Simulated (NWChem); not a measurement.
System: SiNH5; SMILES N[SiH3]

NWChem input:

```
start job
memory heap 200 mb stack 900 mb global 1100 mb
geometry units angstroms noautoz
  Si    -0.008112     0.558796     0.000000
  N     -0.043011    -1.179490     0.000000
  H     -0.716897     1.025381    -1.221127
  H     -0.716897     1.025381     1.221127
  H      1.339203     1.211669     0.000000
  H      0.268488    -1.670619    -0.830271
  H      0.268488    -1.670619     0.830271
end
basis spherical
  Si library 6-31+g*
  N library 6-31+g*
  H library 6-31+g*
end
dft
  xc xcamb88 1.00 lyp 0.81 vwn_5 0.19 hfexch 1.00
  cam 0.33 cam_alpha 0.19 cam_beta 0.46
  iterations 150
  vectors input atomic output neutral.movecs
end
task dft energy
charge 1
dft
  odft
  mult 2
  vectors input atomic output cation.movecs
end
task dft energy
charge -1
dft
  odft
  mult 2
  vectors input atomic output anion.movecs
end
task dft energy
```

The geometry was optimised at B3LYP/6-31G* (spherical d).

Ions are spin-unrestricted doublets at the neutral geometry; other ion states weren't tried.

Task: Predict the main results of this run. (CAM-B3LYP/6-31+G* (spherical d), vertical spin-unrestricted ions.) Quantities: vertical ionisation energy, ΔSCF (eV); −ε(HOMO) (eV).

Result: 
```yaml
vertical ionisation energy, ΔSCF (eV): 9.97
"−ε(HOMO) (eV)": 8.82
```
